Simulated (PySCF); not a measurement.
Isomers of C6H12OP2, mass 162.036 u with the commonest isotopes. Level of theory: PBE0/pcSseg-1 in PySCF (dipole) on a GFN2-xTB geometry, gas phase. One conformer each, none proved a minimum here; rigid rotors.

Question: Order these by radius of gyration √(Σ m r²/M), smallest first.
A. `[CH3:1][C:2]1=[CH:3][P@@:4]1(=[O:5])[CH2:6][P:7]([CH3:8])[CH3:9]` with C3–P4–C6–P7 144°, P4–C6–P7–C8 68°
B. `[CH2:1]=[CH:2][P:3]1(=[O:4])[CH2:5][CH2:6][PH:7][CH2:8][CH2:9]1` with C1–C2–P3–O4 0°, C2–P3–C5–C6 172°, P3–C5–C6–P7 -71°, C5–C6–P7–C8 70°, C6–P7–C8–C9 -70°
C. `[CH2:1]=[CH:2][CH2:3]/[P:4]=[P:5]/[CH2:6][CH2:7][CH2:8][OH:9]` with C1–C2–C3–P4 -109°, C2–C3–P4–P5 9°, P4–P5–C6–C7 1°, P5–C6–C7–C8 180°, C6–C7–C8–O9 -175°

Answer: B (2.178 Å), A (2.223 Å), C (2.810 Å).

Question: Order these by rotational constant C, largest first.
A. `[CH3:1][C:2]1=[CH:3][P@@:4]1(=[O:5])[CH2:6][P:7]([CH3:8])[CH3:9]` with C3–P4–C6–P7 144°, P4–C6–P7–C8 68°
B. `[CH2:1]=[CH:2][P:3]1(=[O:4])[CH2:5][CH2:6][PH:7][CH2:8][CH2:9]1` with C1–C2–P3–O4 0°, C2–P3–C5–C6 172°, P3–C5–C6–P7 -71°, C5–C6–P7–C8 70°, C6–P7–C8–C9 -70°
C. `[CH2:1]=[CH:2][CH2:3]/[P:4]=[P:5]/[CH2:6][CH2:7][CH2:8][OH:9]` with C1–C2–C3–P4 -109°, C2–C3–P4–P5 9°, P4–P5–C6–C7 1°, P5–C6–C7–C8 180°, C6–C7–C8–O9 -175°

Answer: B (730.4 MHz), A (705.0 MHz), C (400.3 MHz).

Question: Order these by out-of-plane moment Σ m c² = (Ia + Ib − Ic)/2, smallest first.
A. `[CH2:1]=[CH:2][CH2:3]/[P:4]=[P:5]/[CH2:6][CH2:7][CH2:8][OH:9]` with C1–C2–C3–P4 -109°, C2–C3–P4–P5 9°, P4–P5–C6–C7 1°, P5–C6–C7–C8 180°, C6–C7–C8–O9 -175°
B. `[CH2:1]=[CH:2][P:3]1(=[O:4])[CH2:5][CH2:6][PH:7][CH2:8][CH2:9]1` with C1–C2–P3–O4 0°, C2–P3–C5–C6 172°, P3–C5–C6–P7 -71°, C5–C6–P7–C8 70°, C6–P7–C8–C9 -70°
C. `[CH3:1][C:2]1=[CH:3][P@@:4]1(=[O:5])[CH2:6][P:7]([CH3:8])[CH3:9]` with C3–P4–C6–P7 144°, P4–C6–P7–C8 68°

Answer: A (16.60 u·Å²), B (76.92 u·Å²), C (84.17 u·Å²).

| SMILES | point group | Ia (u·Å²) | Ib (u·Å²) | Ic (u·Å²) | κ | μa (D) | μb (D) | μc (D) |
| --- | --- | --- | --- | --- | --- | --- | --- | --- |
| CC1=C[P@@]1(=O)CP(C)C | C1 | 260.97 | 624.20 | 716.84 | -0.83 | 1.46 | 2.44 | 1.66 |
| C=CC/P=P/CCCO | C1 | 153.23 | 1142.55 | 1262.58 | -0.97 | 1.03 | 0.24 | 1.06 |
| C=CP1(=O)CCPCC1 | Cs | 203.89 | 641.84 | 691.89 | -0.93 | 0.11 | 0.00 | 2.41 |
